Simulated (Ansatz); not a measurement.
Geometry optimisation, RHF/def2-SVPD in Ansatz.

Input file:

```yaml
crystal:
  periodic: [false, false, false]
  atoms:
    - { symbol: Mg, position_ang: [-1.225774, 0.118517, 2.548659] }
    - { symbol: O, position_ang: [-0.089348, -0.257639, -0.59576] }
    - { symbol: C, position_ang: [0.773742, -0.018628, -1.667308] }
    - { symbol: Cl, position_ang: [-3.152669, 0.941605, 3.301123] }
    - { symbol: H, position_ang: [0.397704, -0.455436, 0.202069] }
    - { symbol: H, position_ang: [0.322043, -0.485947, 2.1272] }
    - { symbol: H, position_ang: [1.300064, -0.923826, -1.975624] }
    - { symbol: H, position_ang: [1.50651, 0.758299, -1.438299] }
    - { symbol: H, position_ang: [0.167628, 0.323155, -2.50196] }
basis:
  gaussian: { orbitals: def2-SVPD }
hamiltonian:
  xc: hf
relax:
  f_tol: 0.03
  max_steps: 50
```

Launched with:

```bash
$ ansatz run input.yaml --threads 2 --pin off --max-ram 3072MiB --backend cpu --events-out ev --progress --plain --runs-dir out
```

Where does it end, and by what steps?

The forces met the threshold. After 17 steps the energy has fallen by 0.865 eV; Cl4 moved furthest, 2.39 Å. Joined: Mg1–O2 (3.36 → 2.06 Å).

```json
{"step": "0", "energy less start (eV)": "0.0000", "largest force component (eV/Å)": "0.604", "accepted": "yes"}
{"step": "1", "energy less start (eV)": "-0.0268", "largest force component (eV/Å)": "0.358", "accepted": "yes"}
{"step": "2", "energy less start (eV)": "-0.0561", "largest force component (eV/Å)": "0.160", "accepted": "yes"}
{"step": "3", "energy less start (eV)": "-0.1065", "largest force component (eV/Å)": "0.580", "accepted": "yes"}
{"step": "4", "energy less start (eV)": "-0.1948", "largest force component (eV/Å)": "0.393", "accepted": "yes"}
{"step": "5", "energy less start (eV)": "-0.3284", "largest force component (eV/Å)": "0.413", "accepted": "yes"}
{"step": "6", "energy less start (eV)": "-0.4589", "largest force component (eV/Å)": "0.348", "accepted": "yes"}
{"step": "7", "energy less start (eV)": "-0.5587", "largest force component (eV/Å)": "0.345", "accepted": "yes"}
{"step": "8", "energy less start (eV)": "-0.6145", "largest force component (eV/Å)": "0.208", "accepted": "yes"}
{"step": "9", "energy less start (eV)": "-0.6736", "largest force component (eV/Å)": "0.171", "accepted": "yes"}
{"step": "10", "energy less start (eV)": "-0.7279", "largest force component (eV/Å)": "0.168", "accepted": "yes"}
{"step": "11", "energy less start (eV)": "-0.7733", "largest force component (eV/Å)": "0.161", "accepted": "yes"}
{"step": "12", "energy less start (eV)": "-0.8121", "largest force component (eV/Å)": "0.228", "accepted": "yes"}
{"step": "13", "energy less start (eV)": "-0.8418", "largest force component (eV/Å)": "0.171", "accepted": "yes"}
{"step": "14", "energy less start (eV)": "-0.8589", "largest force component (eV/Å)": "0.251", "accepted": "yes"}
{"step": "15", "energy less start (eV)": "-0.8611", "largest force component (eV/Å)": "0.156", "accepted": "yes"}
{"step": "16", "energy less start (eV)": "-0.8647", "largest force component (eV/Å)": "0.090", "accepted": "yes"}
{"step": "17", "energy less start (eV)": "-0.8653", "largest force component (eV/Å)": "0.017", "accepted": "yes"}
```

```xyz
9
Properties=species:S:1:pos:R:3
Mg -0.628 -0.101 1.763
O 0.526 -0.281 0.070
C 0.288 0.141 -1.269
Cl -2.467 1.013 1.017
H 1.375 -0.681 0.174
H 0.254 -0.836 3.036
H 0.347 -0.712 -1.941
H 1.016 0.896 -1.556
H -0.710 0.562 -1.294
```

Whether the end is a true minimum wasn't checked by a vibrational analysis.

Run time: 39 s on 2 threads of Arm Neoverse V2, on a shared host, peak memory 0.27 GiB.
